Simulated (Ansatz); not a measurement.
An input meant for BiH2F (charge 0, singlet; with a point charge).

```yaml
crystal:
  periodic: [false, false, false]
  atoms:
    - {symbol: Bi, position_ang: [0.006031, 0.017418, 0.470741]}
    - {symbol: H, position_ang: [0.914654, 0.039003, -0.153428]}
    - {symbol: H, position_ang: [-0.396501, 0.959477, -0.146326]}
    - {symbol: F, position_ang: [-0.523322, -1.018801, -0.192905]}
basis:
  gaussian: {orbitals: def2-TZVP, nuclear_model: gaussian, point_charges: [{charge: -1.00, position_ang: [4.258, 0.620, -0.880]}]}
hamiltonian: {xc: {name: PBE0}}
scf: {omitted_lower_state_checks: [starts]}
output: {forces: true}
```

```sh
$ ansatz run in.yaml --threads 2 --pin off --events-out ev --progress --plain --max-ram 4352MiB
```

Shortened log:

```
Functional definition: PBE0
649 factors; their error is unknown
mean field evaluation 1: about -8552.4672 eV, gradient 4.7e1 eV
mean field evaluation 2: about -8551.7158 eV, gradient 5.4e1 eV
mean field evaluation 4: about -8555.0793 eV, gradient 1.5e0 eV
mean field evaluation 8: about -8555.1923 eV, gradient 8.5e-2 eV
mean field -8555.19231158 eV, -314.3975185330 hartree, gradient 3.4e-5 eV, S^2 0.000000; 0 other end points of the search recorded, 0 dependent functions left out
reference -8555.19233927 eV, -314.3975195504 hartree; 17, 17 occupied and 76, 76 virtual orbitals, 649 factors
Total energy: -8555.19233927 eV, -314.3975195504 hartree
Atom 0 at     0.006031     0.017418     0.470741 Å, force    14.405586    52.972265    88.382818 eV/Å
Atom 1 at     0.914654     0.039003    -0.153428 Å, force    36.635383     0.770579   -23.836601 eV/Å
Atom 2 at    -0.396501     0.959477    -0.146326 Å, force   -10.884083    23.148642   -15.208903 eV/Å
Atom 3 at    -0.523322    -1.018801    -0.192905 Å, force   -40.058519   -76.871118   -49.334520 eV/Å
Dipole moment:     0.197813    -0.050924    -0.399313 e Å
Checks for a lower state left out: starts
```

(1) What is wrong with this run?

## Answers

(1) The geometry is squeezed to about two thirds of its size. The run converged. The result belongs to that input, not to the species as meant.
